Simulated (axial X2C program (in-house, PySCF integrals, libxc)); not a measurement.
**Outer orbitals of KAs at 3.126 Å, PBE0**

Computed with an in-house relativistic program for diatomic molecules. Spin-free means the one-electron spin-free X2C Hamiltonian; two-component (2c) means X2C with spin–orbit coupling and atomic mean-field two-electron Coulomb and Gaunt terms, so the difference of the two also holds small scalar two-electron terms. Basis: As dyall-v3z [9s9p6d1f], K dyall-v3z [11s12p4d2f] (cores contracted in-house); Gaussian nuclei, density fitting, unrestricted open shells. Masses: As 74.922 u, K 38.964 u.

The distance is close to the 2c PBE0 minimum; the highest filled and lowest empty levels are listed.

Spin-free orbitals, state M_S = 1, Λ = 0 (beyond evenly filled blocks: π+α, π-α) (Löwdin shares):

| symmetry | occupied | ε (eV) | atomic character |
| --- | --- | --- | --- |
| π-β | yes | -20.97 | 100% K p |
| π+β | yes | -20.97 | 100% K p |
| π-α | yes | -20.97 | 100% K p |
| π+α | yes | -20.97 | 100% K p |
| σα | yes | -20.87 | 99% K p |
| σβ | yes | -20.86 | 99% K p |
| σα | yes | -14.45 | 87% As s, 6% K p, 5% K d |
| σβ | yes | -12.32 | 87% As s, 6% K p, 5% K d |
| π+α | yes | -4.99 | 93% As p, 4% K d, 3% K p |
| π-α | yes | -4.99 | 93% As p, 4% K d, 3% K p |
| σα | yes | -4.44 | 84% As p, 10% K s, 3% K p |
| σβ | yes | -3.73 | 77% As p, 18% K s, 2% K p |
| σβ | no | -1.45 | 64% K s, 25% K p, 10% As p |
| σα | no | -1.38 | 75% K s, 19% K p, 4% As p |
| π-β | no | -1.26 | 77% As p, 16% K p, 6% K d |
| π+β | no | -1.26 | 77% As p, 16% K p, 6% K d |

Spinors with spin–orbit coupling (state Ω = 1):

```
   ω  occupied  ε (eV)            atomic character     λ mixture
 1/2       yes  -21.11                    100% K p  81% π, 19% σ
-1/2       yes  -21.11                    100% K p  81% π, 19% σ
-3/2       yes  -20.88                    100% K p        100% π
 3/2       yes  -20.88                    100% K p        100% π
 1/2       yes  -20.81                     99% K p  81% σ, 19% π
-1/2       yes  -20.80                     99% K p  81% σ, 19% π
 1/2       yes  -14.44    87% As s, 6% K p, 5% K d        100% σ
-1/2       yes  -12.33    87% As s, 6% K p, 5% K d        100% σ
-1/2       yes   -5.07    93% As p, 4% K d, 3% K p   99% π, 1% σ
 3/2       yes   -4.89    92% As p, 4% K d, 3% K p        100% π
 1/2       yes   -4.45   84% As p, 10% K s, 3% K p   99% σ, 1% π
-1/2       yes   -3.73   76% As p, 18% K s, 2% K p   99% σ, 1% π
-1/2        no   -1.45  64% K s, 25% K p, 10% As p        100% σ
 1/2        no   -1.40  62% K s, 19% As p, 17% K p  80% σ, 20% π
 1/2        no   -1.29  64% As p, 17% K p, 14% K s  79% π, 21% σ
-3/2        no   -1.21   76% As p, 17% K p, 6% K d        100% π
```

Mulliken charges and populations of the two-component result (they depend on the basis, above all on diffuse functions):

As -0.60 e (s 7.98 p 15.61 d 10.01), K 0.60 e (s 6.28 p 12.05 d 0.07). ⟨Lz⟩ = 0.01 ħ and ⟨Sz⟩ = 0.99 ħ (1.01 and -0.01 on the two atoms), which add up to Ω.

One determinant describes the state; a PBE0 search over occupations chose it and may have missed a lower one. Density functionals use the spin component along the axis (collinear). PBE0 can misorder states that lie within some tenths of an eV, so this need not be the ground state of the molecule. The nearest other spin-free determinant of the search, M_S = 0, Λ = 2, lies 0.90 eV up at the distance of the search. With several unpaired electrons one determinant need not be a pure state. Open-shell Ω = 0 determinants with evenly filled partner blocks cannot be reached by this program, so the Ω shown need not be the lowest component. This is the Ω = 1 component of a π² triplet; the 0⁺ component is not one determinant and can lie lowest.
